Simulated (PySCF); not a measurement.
CHF, SMILES F[CH] (connectivity only; charge and spin as stated), neutral, multiplicity 1. Atoms are numbered in the order given.

```xyz
3

C     -0.1911    -0.7068     0.0000
F      0.0307     0.5958     0.0000
H      0.8696    -1.1214     0.0000
```
Charge 0, spin multiplicity 1.

Coordinates come from a PBE-D3(BJ)/def2-TZVPD optimisation. The isomer is the one that the SMILES or the coordinates give; other isomers of the formula were not compared.

Method: TDDFT-ωB97X/def2-TZVPD in PySCF.

Vertical excitations. The molecule is in vacuum. State labels are in the subgroup Cs.

| state | symmetry | energy (eV) | λ (nm) | f | main pairs |
|---|---|---|---|---|---|
| S1 | A" | 2.28 | 544 | 0.005 | HOMO→LUMO 101 % |
| S2 | A' | 7.09 | 175 | 0.094 | HOMO→LUMO+1 91 % |
| S3 | A' | 7.98 | 155 | 0.028 | HOMO→LUMO+2 64 %, HOMO→LUMO+5 24 % |
| S4 | A" | 8.33 | 149 | 0.025 | HOMO−1→LUMO 98 % |
| S5 | A' | 9.13 | 136 | 0.042 | HOMO→LUMO+3 89 % |
| S6 | A" | 9.25 | 134 | 0.011 | HOMO→LUMO+4 94 % |
| S7 | A' | 9.91 | 125 | 0.085 | HOMO→LUMO+5 62 %, HOMO→LUMO+2 22 % |
| S8 | A" | 9.98 | 124 | 0.004 | HOMO−3→LUMO 98 % |
| S9 | A' | 10.46 | 119 | 0.018 | HOMO→LUMO+6 69 %, HOMO−2→LUMO 20 % |
| S10 | A' | 10.53 | 118 | 0.098 | HOMO−2→LUMO 63 %, HOMO→LUMO+6 18 % |
| T1 | A" | 0.85 | 1458 | 0 | HOMO→LUMO 97 % |
| T2 | A' | 6.68 | 186 | 0 | HOMO→LUMO+1 78 %, HOMO→LUMO+5 14 % |
| T3 | A" | 7.13 | 174 | 0 | HOMO−1→LUMO 93 % |
| T4 | A' | 7.56 | 164 | 0 | HOMO→LUMO+2 53 %, HOMO→LUMO+5 23 % |
Triplets are in the Tamm–Dancoff approximation, which puts them higher than full response would, so one can lie above its singlet here.
